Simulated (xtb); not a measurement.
Harmonic IR lines of one isomer of C8H14Si, unscaled. Calculation: GFN2-xTB (xtb).

wavenumber (cm⁻¹): 405 (w), 580 (w), 608 (w), 627 (m), 680 (w), 771 (m), 819 (m), 832 (m), 863 (w), 886 (w), 1092 (w), 1191 (w), 1482 (w), 1667 (w), 2191 (vs), 2985 (m), 3001 (m), 3011 (w), 3026 (w), 3041 (m), 3046 (w), 3051 (w)

**Question.** Say which structure gives these lines.
A. `CC1=CC(C)=C(C)[Si@@H]1C`
B. `CC1=CC=C(C)[Si]1(C)C`
C. `CC1=C[Si](C)(C)C=C1C`
D. `CC1=C(C)[Si](C)(C)C=C1`

**Answer.** A, `CC1=CC(C)=C(C)[Si@@H]1C`
